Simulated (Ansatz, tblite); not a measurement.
Removing and adding an electron: Cu₃Te₆. The state is a doublet with charge 0. Geometry: PBE-D4/def2-SVP. Ansatz, gas phase; energy differences of separate SCF runs; the oxidised species is a singlet (the triplet lies 0.03 eV higher at PBE0-D4/def2-SVP); the reduced species is a singlet (the triplet lies 1.17 eV higher at PBE0-D4/def2-SVP).

```xyz
9

Cu   -0.623    0.411    0.976
Cu   -0.075   -0.866   -1.166
Cu    1.290   -1.221    0.882
Te   -2.089    0.701   -1.218
Te    2.320    0.277   -0.841
Te   -0.713   -1.744    2.347
Te    1.034    2.431    0.497
Te   -0.333   -3.174   -0.070
Te   -0.811    3.185   -1.407
```

In the def2 sets Te takes a core potential; there is no spin–orbit coupling. The xTB rows come from tblite. No other spin state of charge 0 was run. The structure comes from a short search, and lower isomers may exist.

Q: Estimate orbital energies and vertical ionisation energies and electron affinities at: GFN1-xTB; GFN2-xTB; PBE-D4/def2-SVP; B97M-V/def2-SVP; PBE0-D4/def2-SVP.

A: 
```
           level  −HOMO (eV)  vertical IE (eV)  −LUMO (eV)  vertical EA (eV)  HOMO–LUMO gap (eV)  IE − EA (eV)                                                                       remarks
        GFN1-xTB           –             11.90           –              7.36                   –          4.54                                                                             –
        GFN2-xTB           –             11.48           –              6.70                   –          4.78                                                                             –
 PBE-D4/def2-SVP        4.68              6.63        4.40              2.48                0.28          4.15  restricted singlet, untested (+1 singlet), restricted, untested (-1 singlet)
 B97M-V/def2-SVP        4.88              6.74        4.39              2.52                0.50          4.22                                     restricted singlet, untested (+1 singlet)
PBE0-D4/def2-SVP        5.77              7.14        4.17              2.85                1.60          4.30                                     restricted singlet, untested (+1 singlet)
```

   HOMO and LUMO are the levels of the spin that leaves or enters (xTB has no such levels and no spin-polarisation term). Other spin states of the ions may lie lower, which would lower the ionisation energy or raise the affinity. Raw xTB energy differences between charge states are shifted by several eV; the methods need an empirical correction for them. Sets without diffuse functions give affinities that are too small.
